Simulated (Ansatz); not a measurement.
Reaction (redistribution): `[CH3][AlH][O][SiH](F)F` + `BBr` → `F[SiH](F)Br` + `B[O][AlH][CH3]`

Calculated with Ansatz (gas phase, PBE0-D4/def2-TZVP geometries, no zero-point term in ΔE). CBS: MP2 limit from def2 TZ/QZ plus the TZ coupled-cluster correction, frozen cores. Functionals use def2-TZVPP. B3LYP here is the variant with VWN-RPA as its local correlation; programs differ in this. For Br outer-core shells are correlated without core-valence functions, which leaves a few kJ/mol of doubt a bond. Scalar relativity is left out up to krypton. One conformer a species, not always the lowest.

| level | ΔE (eV) |
| --- | --- |
| ωB97X-V | -0.03 |
| B3LYP | -0.05 |

**Question.** What does CCSD(T)/CBS give? (Estimate.)

**Answer.** Ansatz gave: +0.04 eV. The listed levels differ from it by -0.07, -0.09 eV.

Largest T1 diagnostic among the species: 0.013.

From PBE to PBE0 (25 % exact exchange), in def2-TZVPP and without D4, ΔE moves by +0.05 eV.
